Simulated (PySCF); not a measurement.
## Electron correlation in Cr²⁺ (chromium, charge +2)

[Ar] 3d4, high-spin 5D determinant. Computed with PySCF 2.14 in x2c-TZVPPall (6s5p4d2f1g, 64 functions), with scalar relativity by spin-free X2C-1e. Frozen: [Ne]; 12 electrons correlated.

```json
{"level": "CCSD", "correlation energy (mhartree)": "-339.74"}
{"level": "(T)", "correlation energy (mhartree)": "-6.00"}
{"level": "CCSD(T)", "correlation energy (mhartree)": "-345.74"}
```

Diagnostics: T1 = 0.0055, D1 = 0.0137, largest double amplitude 0.023.

Problem. Is a single reference adequate?

Solution. Yes: T1 lies below 0.03 and no double amplitude reaches 0.07.

This basis was not built for core-valence correlation, so the inner-shell part is incomplete.
